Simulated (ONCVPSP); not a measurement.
## PBE ONCV dataset for chromium, scalar-relativistic all-electron reference.

```
Element                 : Cr (Z = 24)
Generator               : ONCVPSP 4.0.1
Type                    : optimised norm-conserving Vanderbilt (ONCV)
Functional              : PBE
Relativity              : scalar-relativistic
Frozen core             : [Ne]
Valence charge          : 14
Reference configuration : 3s2 3p6 3d5.5 4s0.5
Partial waves           : 3s+4s: rc 1.65 bohr, ncon 4, nbas 8, qcut 9.4 1/bohr, 2 projectors; 3p: rc 1.45 bohr, ncon 3, nbas 8, qcut 9 1/bohr, 2 projectors, debl 1.1 Ha; 3d: rc 1.10 bohr, ncon 4, nbas 8, qcut 8.7 1/bohr, 1 projector
Local potential         : polynomial inside 0.90 bohr (lpopt 5, dvloc0 6 Ha)
Core correction         : none
```

In the p channel the program set the typed energies aside and used -1.623, 0.250 Ha.

- Cutoffs needed: 176 Ha and 212 Ha (the cutoffs (Ha) at which the residual kinetic energy of the hardest occupied pseudo-wave falls to 1 and 0.1 mHa per electron)
- Ghost test: no bound ghost flagged; no localised positive-energy state flagged
- Configuration tests: 4 of 4 tests not solved or not reliable
